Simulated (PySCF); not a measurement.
Cl₃HSTi, SMILES [SH][Ti]([Cl])([Cl])[Cl], multiplicity 1.

The structure is a stationary point at B3LYP-D3(BJ)/def2-SVP. The multiplicity is an assumed one; no other spin state was optimised. The structure was generated by enumeration; whether it is a known compound was not checked. Other conformers were not sampled.

All values below come from PySCF 2.14.0 with TDDFT-PBE/def2-SVPD.

Vertical excitations. The molecule is in vacuum. State labels are in the subgroup Cs.

**Question.** Give excitation energies, oscillator strengths and character. (The exact figures need the calculation; the answer reports its results.)

**Answer.** 
| state | symmetry | energy (eV) | λ (nm) | f | main pairs |
|---|---|---|---|---|---|
| S1 | A" | 2.52 | 491 | 0.002 | HOMO→LUMO 99 % |
| S2 | A' | 2.99 | 415 | 0.012 | HOMO→LUMO+1 87 % |
| S3 | A" | 3.35 | 370 | 0.000 | HOMO→LUMO+2 99 % |
| S4 | A" | 3.59 | 346 | 0.003 | HOMO−1→LUMO 88 % |
| S5 | A" | 3.72 | 333 | 0.003 | HOMO→LUMO+4 88 % |
| S6 | A' | 3.73 | 332 | 0.000 | HOMO−2→LUMO 87 % |
| S7 | A' | 3.82 | 324 | 0.007 | HOMO−1→LUMO+1 48 %, HOMO→LUMO+3 24 %, HOMO−3→LUMO 12 %, HOMO−2→LUMO 8 % |
| S8 | A' | 3.89 | 318 | 0.024 | HOMO→LUMO+3 47 %, HOMO−1→LUMO+1 35 % |
| S9 | A" | 3.99 | 311 | 0.001 | HOMO−2→LUMO+1 99 % |
| S10 | A' | 4.02 | 308 | 0.010 | HOMO−3→LUMO 81 % |
| T1 | A" | 2.40 | 516 | 0 | HOMO→LUMO 100 % |
| T2 | A' | 2.52 | 492 | 0 | HOMO→LUMO+1 96 % |
| T3 | A" | 3.26 | 381 | 0 | HOMO→LUMO+2 97 % |
| T4 | A' | 3.37 | 368 | 0 | HOMO→LUMO+3 93 % |
Triplets are in the Tamm–Dancoff approximation, which puts them higher than full response would, so one can lie above its singlet here.
